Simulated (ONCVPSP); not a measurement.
# germanium, ONCV: configuration errors across variants

ONCVPSP 4.0.1 input, shortened (lines: element, Z, core and valence counts, functional; n l f; lmax; l rc ep ncon nbas qcut; lloc lpopt rc5 dvloc0; l nproj debl; icmod fcfact rcfact), PBEsol, scalar-relativistic:

```
  Ge 32.00    6    2  -116133      upf
    1    0    2.00
    2    0    2.00
    2    1    6.00
    3    0    2.00
    3    1    6.00
    3    2   10.00
    4    0    1.00
    4    1    3.00
    1
    0    1.50    0.00    4    7    4.20
    1    1.75    0.00    4    8    4.90
    4    4    1.30   -1.00
    0    2    0.60
    1    3    1.30
    3    5.25    1.35
```

All-electron excitation energies from the reference (eV): (1) 4s2 4p2 -7.981; (2) 4s2 4p1 -0.528; (3) 4s2 4p0 14.921; (4) 4s2 4p1.5 -5.176.

2 further variants failed, have other tests or too few solved ones, and are left out.

A true bound ghost makes a file unfit for plane-wave use even where its test errors are small: the radial tests pick states by their node count and pass the ghost by.

Errors AE − PS in meV (a dash: test not solved or not reliable):

```csv
change,(1),(2),(3),(4),bound ghosts,GHOST(+) flags above zero
base,-9.2,+0.3,-22,-4.4,p,"s, p"
"all radii but the core radius scaled by about 0.95 (s 1.42, p 1.66 bohr); local potential polynomial inside 1.22 bohr (lpopt 4, dvloc0 -1 Ha)",-9.8,0.0,-22,-4.8,"s, p",p
"all radii but the core radius scaled by about 1.06 (s 1.60, p 1.86 bohr); local potential polynomial inside 1.38 bohr (lpopt 4, dvloc0 -1 Ha)",-8.9,+0.6,-22,-4.0,p,s
"all radii but the core radius scaled by about 1.19 (s 1.78, p 2.08 bohr); local potential polynomial inside 1.54 bohr (lpopt 4, dvloc0 -1 Ha)",-8.7,+0.8,-23,-3.9,none,s
"all radii but the core radius scaled by about 1.31 (s 1.96, p 2.30 bohr); local potential polynomial inside 1.70 bohr (lpopt 4, dvloc0 -1 Ha)",-9.4,0.0,-25,-4.5,none,s
```

Task: Give the same row for: all radii but the core radius scaled by about 1.24 (s 1.86, p 2.18 bohr); local potential polynomial inside 1.62 bohr (lpopt 4, dvloc0 -1 Ha).

Result: -8.8, +0.6, -23, -4.0; bound ghosts: none; GHOST(+) flags above zero: s.
